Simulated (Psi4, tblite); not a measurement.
Two rigid molecules brought together: C2H4 ··· H4O4Si (SMILES C=C and O[Si](O)(O)O). Monomers: optimised at B3LYP-D3(BJ) (def2-TZVP), held rigid. Orientation: lowest of the rigid-body minima from ten starts at GFN2-xTB. R is the distance of the centres of mass, along which the second monomer moves.

Methods: GFN2-xTB (tblite); SAPT0/jun-cc-pVDZ, frozen core (Psi4).

Interaction energies in kcal/mol:

```json
[
 {"R / Å": "3.24", "GFN2-xTB": "3.29"},
 {"R / Å": "3.44", "GFN2-xTB": "-0.96"},
 {"R / Å": "3.67", "GFN2-xTB": "-2.79"},
 {"R / Å": "3.84", "GFN2-xTB": "-3.07"},
 {"R / Å": "4.03", "GFN2-xTB": "-2.90"},
 {"R / Å": "4.22", "GFN2-xTB": "-2.54"},
 {"R / Å": "4.56", "GFN2-xTB": "-1.87"},
 {"R / Å": "4.80", "GFN2-xTB": "-1.48"},
 {"R / Å": "5.33", "GFN2-xTB": "-0.88"},
 {"R / Å": "6.07", "GFN2-xTB": "-0.43"},
 {"R / Å": "7.02", "GFN2-xTB": "-0.18"},
 {"R / Å": "8.36", "GFN2-xTB": "-0.06"}
]
```

Problem. Predict the corresponding SAPT0/jun-cc-pVDZ column.

Solution. 3.24: 8.70; 3.44: 2.29; 3.67: -1.25; 3.84: -2.40; 4.03: -2.87; 4.22: -2.88; 4.56: -2.40; 4.80: -1.96; 5.33: -1.16; 6.07: -0.55; 7.02: -0.23; 8.36: -0.08 (kcal/mol).
